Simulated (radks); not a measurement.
Problem. Species: Se I. Configuration: [Ar] 3d10 4s2 4p3 6p1 (not the ground configuration). Calculated with a radial shooting solver on a logarithmic mesh with Libxc functionals: Dirac Kohn-Sham, PBEsol, spin-unpolarised, spherical densities, point nucleus; open shells fill j = l - 1/2 first.

Spin-orbit splittings of the eigenvalues, e(l+1/2) - e(l-1/2), with zeta = 2 splitting/(2l+1) and mean radii in bohr:

shell  occ.  splitting (eV)  zeta (eV)  <r> j=l-1/2  <r> j=l+1/2
2p        6           41.71      27.81       0.1686       0.1724
3p        6               ?          ?       0.5827       0.5933
3d       10          0.8957     0.3583       0.6276       0.6320
4p        3          0.4434     0.2956        2.099        2.136
6p        1         0.01036   0.006905        16.13        16.16

Estimate the 3p splitting.

Solution. 5.875 eV (zeta = 3.917 eV).
